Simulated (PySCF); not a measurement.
CH5BOS. Atoms are numbered in the order given.

```xyz
9

B      0.1171     0.4061     0.0000
C     -1.0738     1.4425     0.0000
H     -1.0122     2.0993    -0.8863
H     -1.0122     2.0993     0.8863
H     -2.0684     0.9733     0.0000
O      1.4274     0.7801     0.0000
H      1.5494     1.7381     0.0000
S     -0.2531    -1.3771     0.0000
H      1.0314    -1.8034     0.0000
```
Charge 0, spin multiplicity 1.

Geometry: B3LYP-D3(BJ)/def2-SVP. One conformer was computed; it need not be the lowest.

Method: HF/def2-TZVP run with PySCF.

The molecule is in vacuum.

```yaml
total_energy: -538.02191 hartree
point_group: Cs
highest_occupied_level: -10.29 eV
lowest_empty_level: 2.94 eV
orbital_gap: 13.23 eV
dipole_moment: 2.31 D
quadrupole, principal values (traceless, Buckingham form, about the centre of nuclear charge): -2.72, -2.13, 4.85 D·Å
mean_static_polarisability: 46.1 bohr³ (6.83 Å³)
polarisability_principal_values: 37.5, 44.9, 55.8 bohr³
```
